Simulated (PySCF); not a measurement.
V²⁺: ionisation energy

V²⁺ [Ar] 3d3 [3d3/2^3, M_J = 3/2] → V³⁺ [Ar] 3d2 [3d3/2^2, M_J = 2], as a difference of total energies. Computed with PySCF 2.14 in x2c-TZVPPall-2c (6s7p4d2f1g, 70 functions), with the two-component X2C-1e Hamiltonian. Correlated levels: [Ne] frozen; the 6 highest virtual spinors dropped. "Screened" scales the spin-orbit matrix elements by Boettger's factors to mimic the two-electron term; Breit and QED terms are absent.

```csv
method,ionisation energy (eV)
GHF (spin-free),28.181
GMP2 (spin-free),29.113
GHF (screened spin-orbit),28.172
GMP2 (screened spin-orbit),29.105
```

How much does correlation contribute at GMP2 (screened spin-orbit)?

29.105 − (28.172) = 0.933 eV, measured against GHF (screened spin-orbit).

Errors of the correlated levels include the incompleteness of this basis and the frozen core.

The labels give the starting determinants; with spin-orbit coupling the two ends relaxed to ⟨J²⟩ = 6.69, ⟨L²⟩ = 12.00, ⟨S²⟩ = 3.75 and ⟨J²⟩ = 7.79, ⟨L²⟩ = 12.00, ⟨S²⟩ = 2.00.

The determinant of V²⁺ and of V³⁺ mixes levels of different J (the jj label is only the starting occupation), so the difference between spin-free and spin-orbit rows is not the physical spin-orbit shift.

For comparison: 29.311 eV (measured; NIST Atomic Spectra Database, ionization energies).
